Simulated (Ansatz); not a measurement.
Coupled-cluster diagnostics for Be6S5 (the lowest singlet isomer of a short search), Ansatz.

Geometry of the singlet (r2SCAN-D4/def2-SVP):

Cartesian coordinates in Å:
```
Be 1.759 -0.135 0.425
Be -0.728 0.242 1.708
Be -0.893 -1.494 -0.514
Be 0.306 1.655 0.507
Be -1.616 0.671 -0.173
Be 0.621 -0.071 -1.653
S 1.778 1.443 -0.931
S 1.144 -1.812 -0.610
S 1.139 0.675 2.223
S -2.134 -1.002 1.065
S -1.375 -0.172 -2.047
```

Correlated methods freeze 25 core orbitals. The structure comes from a short search, and lower isomers may exist.

(1) Estimate the CCSD(T) correlation energy, the shares of MP2 and (T), T1 and the reference's ⟨S²⟩ for: charge 0, singlet, own geometry in def2-SVP; and the rough time on 4 threads of Arm Neoverse V1 on a shared host.

Answers

(1) 
```tsv
state	basis	correlation (eV)	MP2 share (%)	(T) share (%)	T1	⟨S²⟩ (pure)	wall time
charge 0, singlet, own geometry	def2-SVP	-24.703	89.7	4.0	0.013	0.00 (0.00)	40 s
```
Customary marks for T1 are 0.02 (closed shells), 0.045 (open shells) and about 0.05 (3d metals). T1 stays under 0.02 throughout.
